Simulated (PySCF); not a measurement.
# Two-component Hartree-Fock for Rh (rhodium, neutral)

Start: [Kr] 4d7 5s1 6s1; 4d3/2 filled at m_j = +1/2, +3/2; 4d5/2 filled at m_j = -3/2, -1/2, +1/2, +3/2, +5/2; 5s1/2 filled at m_j = +1/2; 6s1/2 filled at m_j = +1/2. Calculated with PySCF 2.14 in x2c-TZVPall-2c with one added diffuse shell each of s, p, d type (9s10p8d1f, 86 functions): generalised Hartree-Fock with the X2C-1e Hamiltonian and a Gaussian nucleus; one run each with spin-orbit coupling (SO) switched off, then screened by Boettger's factors. This is a chosen level, not necessarily the ground level.

| spinor shell | electrons | ε, spin-free (eV) | ε, screened SO (eV) | weight of nominal j (screened SO) | rms radius, screened SO (bohr) |
| --- | --- | --- | --- | --- | --- |
| 1s1/2 | 2 | -23350.5 | -23348.9 | 1.000 | 0.0374 |
| 2s1/2 | 2 | -3474.3 | -3473.8 | 1.000 | 0.154 |
| 2p1/2 | 2 | -3107.7 | -3207.7 | 1.000 | 0.134 |
| 2p3/2 | 4 | -3107.7 | -3061.1 | 1.000 | 0.138 |
| 3s1/2 | 2 | -662.87 | -662.70 | 1.000 | 0.415 |
| 3p1/2 | 2 | -539.19 | -557.03 | 1.000 | 0.411 |
| 3p3/2 | 4 | -539.19 | -530.77 | 1.000 | 0.422 |
| 3d3/2 | 4 | -341.76 | -344.97 | 0.992 | 0.401 |
| 3d5/2 | 6 | -341.76 | -339.42 | 0.995 | 0.405 |
| 4s1/2 | 2 | -109.22 | -109.16 | 1.000 | 1.05 |
| 4p1/2 | 2 | -71.480 | -76.475 | 0.829 | 1.15 |
| 4p3/2 | 4 | -71.480 | -69.017 | 0.914 | 1.16 |
| 4d5/2 | 5 | -19.857 | -20.661 | 0.545 | 1.59 |
| 4d3/2 | 2 | -19.857 | -17.873 | 0.632 | 1.61 |
| 5s1/2 | 1 | -11.481 | -11.475 | 1.000 | 3.12 |
| 6s1/2 | 1 | -2.301 | -2.301 | 1.000 | 8.49 |

| quantity | spin-free | screened SO |
| --- | --- | --- |
| E (hartree) | -4780.61996 | -4781.37200 |
| M_J | 11/2 | 11/2 |
| ⟨J²⟩ | 35.757 | 35.758 |
| ⟨L²⟩ | 12.006 | 12.120 |
| ⟨S²⟩ | 8.751 | 8.698 |

Each row is a mean over spinors that exchange with the open shell spreads, by up to 8.783 eV (4p3/2).

Rows whose weight is well below 1 are mixtures of j = l ± 1/2: exchange outweighs spin-orbit coupling there, and the label is only the starting occupation.

Breit and QED terms are absent; they matter most for the inner s and p1/2 levels.

Densities and radii are taken from the X2C orbitals without a picture-change correction, which distorts them close to the nucleus.

Without spin-orbit coupling the j labels of p, d and f shells carry no meaning; the spin-free column gives the mean over the occupied spinors of each nl shell.
